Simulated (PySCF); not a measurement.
**Does the structure fit the spectrum?**

A compound C4H10O3Si gives the data below (simulated from a calculation) and was assigned the structure `COC[SiH2]OC(C)=O`.

13C{1H} NMR (computed): δ 186.3 (C), 70.6 (CH), 54.6 (CH3), 23.9 (CH3).

1H NMR (400 MHz, computed): δ 5.02 (s, 3H), 4.54 (q, 1H), 3.99 (s, 3H), 1.40 (d, 3H).

Theory: PBE0/pcSseg-1 with gauge-including orbitals, GFN2-xTB geometry, in PySCF 2.14 (relativity neglected, rapidly exchanging positions averaged, one conformer, in vacuum).

Shifts are taken against calculated references (same method and geometry level): 1H (31.72 ppm), 13C (186.93 ppm) vs TMS.

Task: Compare with the shifts computed for the proposed structure, pairing carbons in order of shift.

Result: Mapped SMILES: `[CH3:1][O:2][CH2:3][SiH2:4][O:5][C:6]([CH3:7])=[O:8]`; H(Xn) means a hydrogen on atom n.

```json
{"atom": "C6", "computed for proposal": "176.8", "given list": "186.3", "difference": "-9.5"}
{"atom": "C3", "computed for proposal": "66.3", "given list": "70.6", "difference": "-4.3"}
{"atom": "C1", "computed for proposal": "65.6", "given list": "54.6", "difference": "+11.0"}
{"atom": "C7", "computed for proposal": "24.2", "given list": "23.9", "difference": "+0.3"}
```

The rms difference is 7.6 ppm and the largest +11.0 ppm at C1 (methyl carbon bonded to O). The carbon types in order of shift don't match either: C, CH2, CH3, CH3 for the proposal against C, CH, CH3, CH3 in the data. The proposal doesn't fit.

Task: Which isomer fits?

Result: `COC(=O)[C@H](C)O[SiH3]`.

1. Carbon types of the structure: 1 × C, 1 × CH, 2 × CH3, leaving 3 H on heteroatoms.
2. δC 186.3: ester carbonyl carbon; it is a carbonyl in resonance with an O or N lone pair, the region of acids, esters and amides.
3. δC 70.6: sp3 CH bonded to O, α to a carbonyl; pulled downfield by the heteroatom.
4. δC 23.9: methyl carbon; aliphatic region, no heteroatom directly attached.
5. δH 3.99: hydrogen on a methyl carbon bonded to O; its carbon carries O, which withdraws density.

Other isomers checked: CO/C=C(\OC)O[SiH3] (rms 33.7 ppm).

The shifts were computed for this structure.

Shifts are as computed. Against solution values, carbons near 30 ppm lie about +3 ppm off and those near 130 ppm about +5 ppm. Of 1211 compounds with measured shifts, 218 miss one by over three times the rms of a fit or turn the order of signals round; such compounds aren't used in these exercises. Multiplicities follow the n + 1 count of equivalent neighbours, as no J values were calculated; m marks all less simple cases, F and P coupling included.
